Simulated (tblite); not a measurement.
Species: C5H15GeN.
Atom-mapped SMILES: `[CH3:1][CH2:2][CH2:3][CH2:4][N:5]([CH3:6])[GeH3:7]` (hydrogens: H8, H9, H10 on C1; H11, H12 on C2; H13, H14 on C3; H15, H16 on C4; H17, H18, H19 on C6; H20, H21, H22 on Ge7)

Geometry (GFN2-xTB, Å), atoms numbered from 1 in this order:
```
atom  x, y, z in Å
C1     3.2133    0.8299    0.0937
C2     2.1892   -0.1932   -0.3819
C3     0.7679    0.2245   -0.0183
C4    -0.2702   -0.7700   -0.5138
N5    -1.6036   -0.4610   -0.0330
C6    -2.5476   -1.4831   -0.4383
Ge7   -2.2097    1.2561    0.0955
H8     3.0191    1.8009   -0.3565
H9     3.1680    0.9400    1.1748
H10    4.2196    0.5203   -0.1786
H11    2.2659   -0.3093   -1.4657
H12    2.4066   -1.1637    0.0702
H13    0.5571    1.2062   -0.4563
H14    0.6755    0.3127    1.0667
H15   -0.2450   -0.8090   -1.6160
H16   -0.0082   -1.7738   -0.1523
H17   -2.6117   -1.5940   -1.5286
H18   -3.5371   -1.2369   -0.0553
H19   -2.2427   -2.4476   -0.0216
H20   -1.3522    1.9932    1.0722
H21   -3.5994    1.1197    0.6291
H22   -2.2653    2.0571   -1.1883
```

All values are computed: GFN2-xTB (tblite) harmonic vibrations without scaling, gas phase. Against measured fundamentals such values can be off by several per cent, at times by over 20. Modes of hydrogen on germanium can be 10 to 20 % off. One conformer, not necessarily the lowest.

Harmonic wavenumbers (cm⁻¹): 58.2, 78.8, 101.1, 127.7, 151.0, 184.8, 234.3, 240.2, 270.9, 297.7, 377.4, 436.8, 517.7, 557.0, 604.7, 784.1, 787.7, 831.4, 838.8, 846.9, 945.1, 959.0, 1004.6, 1079.9, 1101.0, 1104.6, 1121.4, 1149.0, 1170.3, 1200.7, 1225.2, 1272.3, 1274.2, 1279.5, 1350.7, 1374.0, 1416.3, 1423.1, 1479.0, 1481.8, 1496.8, 1503.6, 1506.4, 1506.7, 1512.7, 1870.7, 2016.1, 2071.9, 2809.5, 2873.3, 2893.1, 2924.0, 2944.7, 2963.0, 2971.3, 2980.8, 2998.7, 3032.8, 3035.3, 3040.3.

A = 2829, B = 782.0, C = 632.3 MHz; mass 163.042 u (most abundant isotopes); point group C1, symmetry number 1.

Question: Zero-point energy?

Answer: Half the sum of the wavenumbers: 40845 cm⁻¹ = 116.78 kcal/mol.

Question: Give the ideal-gas entropy at 298.15 K and 1 bar in the rigid-rotor, harmonic-oscillator model (classical rotation).

Answer: Translation 41.20, rotation 29.82, vibration 31.90: S = 102.9 cal/(mol K).

Question: And Cp and H(298.15 K) − H(0)?

Answer: Cp = 40.58 cal/(mol K), of which vibrations give 32.63 (their classical limit is 60 R = 119.2); H(298.15 K) − H(0) = 7.43 kcal/mol without the zero-point energy, 5.06 from vibrations.

Question: Blend soft modes into free rotors: weight 1/[1 + (100 cm⁻¹/ν̃)⁴] for the oscillator and the rest for a rotor with moment μB/(μ + B), μ = h/(8π²ν), B = 10⁻⁴⁴ kg m². What vibrational entropy results?

Answer: 29.89 cal/(mol K) in place of 31.90, which changes −T·S at 298.15 K by +0.60 kcal/mol.

Question: Which modes carry the vibrational entropy at 298.15 K?

Answer: 58.2 cm⁻¹: 4.52; 78.8 cm⁻¹: 3.92; 101.1 cm⁻¹: 3.43; 127.7 cm⁻¹: 2.98; 151.0 cm⁻¹: 2.66; 184.8 cm⁻¹: 2.28 cal/(mol K); the other 54 give 12.11 together.

Question: What must be added to the electronic energy to get the Gibbs energy at 298.15 K and 1 bar?

Answer: ZPE + [H(298.15 K) − H(0)] − T·S = 116.78 + 7.43 − 30.69 = 93.52 kcal/mol.

Question: How do the functions run with temperature in this model?

Answer: 
| T (K) | S (cal/(mol K)) | Cp (cal/(mol K)) | H − H(0) (kcal/mol) | G − H(0) (kcal/mol) | ln q(vib) |
| --- | --- | --- | --- | --- | --- |
| 150 | 80.8 | 25.9 | 2.53 | -9.59 | 3.18 |
| 250 | 96.2 | 35.5 | 5.59 | -18.46 | 6.13 |
| 400 | 116.4 | 51.5 | 12.12 | -34.43 | 10.41 |
| 600 | 140.9 | 69.9 | 24.35 | -60.21 | 15.96 |
| 900 | 173.1 | 88.7 | 48.37 | -107.45 | 23.92 |

q(vib) and H(0) count from the zero-point level.

Hindered rotation and anharmonicity are outside this model. Other conformers, if any are populated, would add a mixing term that is left out. The structure is chiral; the term R ln 2 for an equal mix with its mirror image is left out.
